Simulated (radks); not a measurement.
Values are calculated unless marked as measured or tabulated.
Q: Species: Cl+. Configuration: [Ne] 3s2 3p4 (the NIST ground configuration). Level of theory: scalar-relativistic Kohn-Sham, PBE, spin-polarised, spherical densities, finite nucleus; open shells are filled with parallel spins first; Fermi nuclear charge, rms radius 3.3654 fm (a radial shooting solver on a logarithmic mesh with Libxc functionals). Some entries of the table are withheld. Estimate them.

orbital,occ.,eigenvalue (hartree),r(max) (bohr),<1/r> (bohr^-1)
1s up,1,-101.5893,0.05947,16.68
1s down,1,-101.5763,0.05946,16.68
2s up,1,-9.75766,0.3616,3.309
2s down,1,-9.74573,0.3618,3.308
2p up,3,(1),0.3015,3.207
2p down,3,(2),0.3018,3.206
3s up,1,-1.21376,1.268,0.9287
3s down,1,-1.13072,1.267,0.9259
3p up,3,-0.74586,1.388,(3)
3p down,1,-0.66828,1.393,(4)

A: 
(1) 2p up eigenvalue (hartree): -7.51703
(2) 2p down eigenvalue (hartree): -7.50008
(3) 3p up <1/r> (bohr^-1): 0.8011
(4) 3p down <1/r> (bohr^-1): 0.7894
